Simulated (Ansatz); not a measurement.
Energy needed to pull apart ZnHF (SMILES [F][ZnH]), closed shell, into free ground-state atoms, from the structure below (at a frame of a short PBE0-D4/def2-SVP trajectory); no zero-point or spin–orbit terms; open-shell atoms are treated unrestricted, in their ground-state multiplicity.

```tsv
atom	x (Å)	y (Å)	z (Å)
F1	-1.2636	0.7514	-0.6063
Zn2	0.0546	-0.0369	0.0257
H3	1.3960	-0.5666	0.6999
```

Program: Ansatz 0.2.0. Basis: def2-TZVPP. Cores are frozen in the correlated methods. The 3s and 3p shells of Cu and Zn are frozen; filled d shells are correlated.

```json
{"method": "PBE-D4", "atomization energy (eV)": "6.47"}
{"method": "r2SCAN-D4", "atomization energy (eV)": "6.59"}
{"method": "PBE0-D4", "atomization energy (eV)": "6.28"}
{"method": "wB97M-V", "atomization energy (eV)": "6.44"}
{"method": "HF", "atomization energy (eV)": "?"}
{"method": "MP2", "atomization energy (eV)": "?"}
{"method": "CCSD", "atomization energy (eV)": "6.18"}
{"method": "CCSD(T)", "atomization energy (eV)": "6.28"}
```

(1) What does HF give? (To be estimated.)

(2) What does MP2 give? (Judge from chemistry; the value comes from the calculation.)

The T1 diagnostic stays at or below 0.018.

Answers

(1) Computed: 4.40 eV, which is about 1.88 eV less than CCSD(T)/def2-TZVPP.

(2) The calculation gives: 6.61 eV, which is about 0.33 eV more than CCSD(T)/def2-TZVPP.

In triple zeta the MP2 and coupled-cluster atomization energies are still short of their basis limit by a few kcal/mol a bond, whereas those of the functionals are nearly converged, so these differences are not deviations from converged CCSD(T).

For scale, one of the runs: CCSD(T)/def2-TZVPP forces, 109 basis functions, launched by `ansatz run in.yaml --threads 2 --pin off --events-out ev --progress --plain --max-ram 3481MiB`. Time: 71 s of wall clock on 2 CPU threads of an AMD EPYC; the host was shared. Peak host memory: 0.61 GiB.
